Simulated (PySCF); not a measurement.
**Shapes and spin states of CoOBr**

All numbers come from PBE0 in PySCF with Co def2-SVP, O def2-SVP, Br def2-SVP; no relativity; density-fitted integrals.

Relaxations began from a few typed shapes and spin states; open shells are unrestricted. The search is not exhaustive: other isomers or separated fragments can lie lower, and high-lying points may rest on an excited occupation.

```json
{"spin": "quintet", "group": "C∞v", "bonds": "Co–Br 2.268 Å, Co–O 1.610 Å", "angles": "Br–Co–O 180.0°", "imaginary modes (cm⁻¹)": "none", "ΔE (kJ/mol)": "0.0", "ΔE with ZPE (kJ/mol)": "0.0"}
{"spin": "singlet (closed shell, unstable to spin polarisation)", "group": "Cs", "bonds": "Co–Br 2.177 Å, Co–O 1.536 Å", "angles": "Br–Co–O 132.8°", "imaginary modes (cm⁻¹)": "none", "ΔE (kJ/mol)": "203.9", "ΔE with ZPE (kJ/mol)": "204.9"}
```

The lowest minimum found is the quintet C∞v: Co–Br 2.268 Å, Co–O 1.610 Å; Br–Co–O 180.0°.

Formally Co is in oxidation state +3, d6, with 4 unpaired electrons (the high-spin count). The Mulliken spin on Co is 2.87. The polar-tensor charge on Co, 1.07, is far below the formal one.

For the lowest minimum: other spin states or occupations of the open shell can lie lower.
